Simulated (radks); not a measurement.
Q: Isoelectronic series with 32 electrons, each ion in its NIST ground configuration. Method: Dirac Kohn-Sham, PBE, spin-unpolarised, spherical densities, finite nucleus; open shells fill j = l - 1/2 first; Fermi nuclear charge, rms radius of each element as measured or else 0.836 A^(1/3) + 0.57 fm; computed with a radial shooting solver on a logarithmic mesh with Libxc functionals. Total energies (hartree) and orbital eigenvalues (eV) (* marks an orbital that is empty in some or all of the ions):

ion        configuration  E (hartree)     4p3/2*      4p1/2      4s1/2      3d5/2      3d3/2
Ge     [Ar] 3d10 4s2 4p2  -2098.92888    -3.7622    -3.9473   -11.6305   -28.9134   -29.4982
As+    [Ar] 3d10 4s2 4p2  -2260.59300   -13.1446   -13.4774   -23.2446   -49.9147   -50.6440
Se2+   [Ar] 3d10 4s2 4p2  -2428.97191   -25.1949   -25.7079   -37.5099   -75.2308   -76.1281
Br3+   [Ar] 3d10 4s2 4p2  -2604.05897   -39.5316   -40.2610   -54.0623  -104.3610  -105.4523
Kr4+   [Ar] 3d10 4s2 4p2  -2785.85960   -55.9770   -56.9622   -72.7395  -137.0629  -138.3764
Rb5+   [Ar] 3d10 4s2 4p2  -2974.38658   -74.4285   -75.7122   -93.4508  -173.1923  -174.7591
Zr8+   [Ar] 3d10 4s2 4p2  -3580.51564  -141.2565  -143.7330  -167.3162  -301.3330  -303.8728
Nb9+   [Ar] 3d10 4s2 4p2  -3796.15270  -167.2452  -170.2327  -195.7618  -350.4639  -353.4089
Mo10+  [Ar] 3d10 4s2 4p2  -4018.63138  -195.0550  -198.6181  -226.0956  -402.7490  -406.1448
Tc11+  [Ar] 3d10 4s2 4p2  -4247.98462  -224.6723  -228.8804  -258.3105  -458.1657  -462.0611
Ru12+  [Ar] 3d10 4s2 4p2  -4484.24043  -256.0864  -261.0144  -292.4025  -516.6962  -521.1434

Estimate the row of Sr6+ ([Ar] 3d10 4s2 4p2).

A: E (hartree) -3169.65716; 4p3/2* -94.8202; 4p1/2 -96.4492; 4s1/2 -116.1399; 3d5/2 -212.6549; 3d3/2 -214.5086.
